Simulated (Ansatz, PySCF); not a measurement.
Gas-phase reaction in SMILES: O=c1cc1 → O=c1[c]c1 + H atom (the C-H bond at the site shown breaks; other sites are not compared here)
Structures are relaxed separately at B3LYP-D3(BJ)/def2-TZVP in Ansatz (an electronic-structure program).

Property: bond dissociation energy (0 K, with B3LYP-D3(BJ) harmonic zero-point energies from PySCF), in kcal/mol. Cores are frozen in the correlated levels unless marked. Open shells are spin-unrestricted. No spin-orbit coupling. No relativistic terms. CBS marks a two-point X^-3 extrapolation of the correlation energy; Hartree-Fock from the larger set. The bracket is a focal-point correction in the basis named.

```csv
level,program,bond dissociation energy (kcal/mol)
revPBE-D3(BJ)/def2-TZVPD,Ansatz + dftd3,…
r2SCAN-D4/def2-TZVPD,Ansatz + dftd4,90.0
B3LYP/def2-TZVPD,Ansatz,93.0
PBE0/STO-3G,Ansatz,115.0
PBE0/6-31G*,Ansatz,93.2
PBE0-D3(BJ)/def2-TZVPD,Ansatz + dftd3,93.1
r2SCAN0-D4/def2-TZVPD,Ansatz + dftd4,93.1
PW6B95-D3(BJ)/def2-TZVPD,PySCF + dftd3,93.8
PW6B95/def2-TZVPD,PySCF,93.6
CAM-B3LYP-D4/def2-TZVPD,Ansatz + dftd4,95.7
CAM-B3LYP/def2-TZVPD,Ansatz,95.5
LC-wPBE-D3(BJ)/def2-TZVPD,Ansatz + dftd3,95.9
LC-wPBE/def2-TZVPD,Ansatz,95.6
B2GP-PLYP-D4/def2-TZVPD,Ansatz + dftd4,…
PBE-QIDH/def2-TZVPD,Ansatz,…
RPA@PBE/cc-pVTZ,Ansatz,89.1
"RI-MP2/CBS(cc-pVTZ,cc-pVQZ)+[CCSD(T)-MP2]/cc-pVTZ",Ansatz,…
```

**Question.** Fill in the missing entries.

**Answer.** 
- revPBE-D3(BJ)/def2-TZVPD, bond dissociation energy (kcal/mol): 88.0
- B2GP-PLYP-D4/def2-TZVPD, bond dissociation energy (kcal/mol): 93.3
- PBE-QIDH/def2-TZVPD, bond dissociation energy (kcal/mol): 94.4
- RI-MP2/CBS(cc-pVTZ,cc-pVQZ)+[CCSD(T)-MP2]/cc-pVTZ, bond dissociation energy (kcal/mol): 96.0
